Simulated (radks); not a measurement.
Results of a calculation; reference values are marked as such.
Charge is removed step by step from the 4f level of the ytterbium ion Yb3+, starting from [Xe] 4f13. Code: a radial shooting solver on a logarithmic mesh with Libxc functionals. Model: scalar-relativistic Kohn-Sham, r2SCAN, spin-unpolarised, spherical densities, finite nucleus; meta-GGA in the generalised Kohn-Sham scheme; Fermi nuclear charge, rms radius 5.3108 fm.

removed (e)  E - E(0) (eV)  eigenvalue (eV)  E minus straight line (eV)
0                    0.000          -35.896                       0.000
0.1                  3.694          -37.912                      -0.944
0.2                  7.591          -39.954                      -1.684
0.3                 11.694          -42.022                      -2.219
0.4                 16.005          -44.115                      -2.546
0.5                 20.526          -46.234                      -2.663
0.6                 25.260          -48.377                      -2.566
0.7                 30.210          -50.544                      -2.254
0.8                 35.378          -52.735                      -1.723
0.9                 40.767          -54.949                      -0.973
1                   46.377          -57.186                       0.000

Removing the whole electron costs 46.377 eV by Delta-SCF, against 35.896 eV from minus the eigenvalue at the starting occupation. Slater's transition state (half an electron removed) gives 46.234 eV. Integrating minus the eigenvalue over the occupation (Janak's theorem) gives 46.336 eV. In this scalar-relativistic scheme the density is built from large components alone, so the theorem holds only approximately. The mean slope of the eigenvalue, de/dn, is 21.3 eV per electron. Ionisation energy of Yb3+ in the NIST Atomic Spectra Database: 43.61 eV (semi-empirical).

Beside tabulated values, note that spin-unpolarised runs miss the spin-polarisation part of the exchange energy of open shells.
